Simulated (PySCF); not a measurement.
H2I2OSi, SMILES O[SiH](I)I.

Coordinates come from a PBE-D3(BJ)/def2-SVP optimisation. This is a generated structure with no PubChem entry under its InChIKey; it may be hypothetical. The def2 effective core potentials stand for the cores of I; spin–orbit coupling is left out. Other conformers were not sampled.

Method: TDA-PBE/def2-SVPD run with PySCF.

Vertical excitations. Gas-phase values at a fixed geometry. State labels are in the subgroup Cs.

| state | symmetry | energy (eV) | λ (nm) | f | main pairs |
|---|---|---|---|---|---|
| S1 | A" | 4.37 | 284 | 0.021 | HOMO→LUMO 91 % |
| S2 | A" | 4.59 | 270 | 0.017 | HOMO−1→LUMO 92 % |
| S3 | A' | 4.72 | 263 | 0.005 | HOMO−2→LUMO 98 % |
| S4 | A' | 4.91 | 252 | 0.002 | HOMO−3→LUMO 97 % |
| S5 | A" | 5.36 | 231 | 0.000 | HOMO→LUMO+1 96 % |
| S6 | A' | 5.62 | 221 | 0.010 | HOMO→LUMO+2 93 % |
| S7 | A" | 5.65 | 219 | 0.001 | HOMO−1→LUMO+1 76 %, HOMO−4→LUMO 23 % |
| S8 | A' | 5.80 | 214 | 0.009 | HOMO−2→LUMO+1 82 % |
| S9 | A' | 5.89 | 210 | 0.013 | HOMO−1→LUMO+2 95 % |
| S10 | A" | 5.90 | 210 | 0.027 | HOMO−2→LUMO+2 56 %, HOMO−4→LUMO 31 % |
| T1 | A" | 3.95 | 314 | 0 | HOMO→LUMO 99 % |
| T2 | A" | 4.23 | 293 | 0 | HOMO−1→LUMO 99 % |
| T3 | A' | 4.36 | 284 | 0 | HOMO−2→LUMO 99 % |
| T4 | A' | 4.56 | 272 | 0 | HOMO−3→LUMO 99 % |
Triplets are in the Tamm–Dancoff approximation.
